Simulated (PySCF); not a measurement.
A structure optimised at PBE-D3(BJ)/def2-SVP, used in a PySCF frequency run:

```xyz
9

Sb     0.2339    -0.1614     1.0358
Si     2.4453    -0.7851    -0.1980
H      2.7780    -2.2203     0.1043
H      3.5454     0.1093     0.3036
H      2.3036    -0.6111    -1.6868
Te     0.1994     2.3136    -0.3081
H     -0.9327     2.9051     0.7889
Te    -1.1870    -1.9115    -0.6526
H     -2.5029    -1.8718     0.3969
```
Charge 0, spin multiplicity 1.

Question: Write its SMILES and formula.

Answer: [SiH3][Sb]([TeH])[TeH], H₅SbSiTe₂

Question: What are its rotational constants (standard atomic weights)?

Answer: 1.0210, 0.35180, 0.31035 GHz
